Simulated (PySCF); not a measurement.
From computed data to an observable: chemical shift, span and skew from a shielding tensor

B(F)(OH)2 (BFH2O2), SMILES OB(O)F. Atoms are numbered in the order given.

```xyz
6

B      0.0000     0.0000    -0.0339
F      0.0000     0.0000     1.3109
O      0.0000     1.1678    -0.7113
H      0.0000     1.9293    -0.1243
O      0.0000    -1.1678    -0.7113
H      0.0000    -1.9293    -0.1243
```

Geometry: PBE0-D3(BJ)/def2-SVP. The values are those of a single conformer.

GIAO shieldings from KT2/pcSseg-2 run with PySCF, non-relativistic, no solvent. The symmetric part of the tensor of F2 has the principal values 198.6, 336.5, 346.9 ppm. The same nucleus in CFCl3 has σ = 125.1 ppm at this level (PySCF, at its B3LYP-D3(BJ)/def2-TZVP geometry).

Problem. Work out the isotropic shielding, the ¹⁹F shift against CFCl3, the span and the skew.

Solution. 
σ(iso) = (σ11 + σ22 + σ33)/3 = 294.0 ppm. δ = σ(ref) − σ(iso) = 125.1 − (294.0) = -168.9 ppm.
Span Ω = σ33 − σ11 = 148.3 ppm. Skew κ = 3(σ(iso) − σ22)/Ω = -0.86. Tumbling in solution averages the tensor to δ; in a static solid the shielding alone would spread this spin-1/2 line over Ω.
